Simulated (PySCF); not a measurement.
## NMR problem set

- PBE0/pcSseg-1 with gauge-including orbitals
- PBE0-D3(BJ)/def2-SVP structure
- couplings computed with B3LYP/pcJ-1 (spin–dipole term left out of most H,H and C,H couplings)
- code: PySCF 2.14
- one computed conformer, isolated molecule, non-relativistic, equivalent nuclei averaged

References, each an isolated molecule treated in the same way: ¹H and ¹³C vs TMS. Multiplet labels drop J under 1 Hz and among equivalent protons, and merge close values. Unscaled 3J(H,H) run several per cent high. One-bond C–F couplings are unscaled and too large by tens of Hz. Carbons bonded to boron are broad in practice. Shifts are as computed. Against solution values, carbons near 30 ppm lie about +2 ppm off and those near 130 ppm about +5 ppm. Of 1211 compounds with measured shifts, 218 miss one by over three times the rms of a fit or turn the order of signals round; such compounds aren't used in these exercises.

(1) C$_{6}$H$_{5}$BF$_{2}$. ¹H NMR (300 MHz, computed): δ 8.12 (m, 2H), 7.71 (m, 1H), 7.58 (m, 2H). ¹³C{¹H} NMR (computed): δ 143.3 (t, J = 5.8 Hz), 140.3, 133.7, 128.0 (t, J = 36.7 Hz). Give a structure.

(2) C$_{3}$H$_{4}$FN. ¹H NMR (400 MHz, computed): δ 4.90 (dq, J = 54.0, 7.8 Hz, 1H), 1.61 (dd, J = 22.6, 7.8 Hz, 3H). ¹³C{¹H} NMR (computed): δ 122.4 (C, d, J = 28.8 Hz), 76.4 (CH, d, J = 243.9 Hz), 22.2 (CH3, d, J = 23.5 Hz). Identify the compound.

Answers

(1) SMILES FB(F)c1ccccc1. 4 carbon signals for 6 carbons: some carbons are equivalent by symmetry or fast rotation. Carbon types of the structure: 1 × C, 5 × CH, which accounts for all hydrogens. δC 143.3, 140.3, 133.7: aromatic CH. δC 128.0: substituted aromatic carbon. δH 8.12, 7.71, 7.58: hydrogen on an aromatic CH; the ring current deshields protons in the ring plane.

This is the structure that produced the data.

(2) SMILES C[C@@H](F)C#N. Rings plus π bonds: 2 (no ring in the answer). 3 carbon signals for 3 carbons: no two carbons are equivalent. Carbon types of the structure: 1 × C, 1 × CH, 1 × CH3, which accounts for all hydrogens. δC 122.4: nitrile carbon; typical of a nitrile. δC 76.4: sp3 CH bonded to F, α to a nitrile; pulled downfield by the heteroatom. δC 22.2: methyl carbon; a saturated carbon with 1 carbon neighbour and no heteroatom attached. δH 4.90: hydrogen on an sp3 CH bonded to F, α to a nitrile; its carbon carries F, which withdraws density. The protons at 1.61 and 4.90 share a coupling of 7.8 Hz (vicinal).

The shifts were computed for this structure.
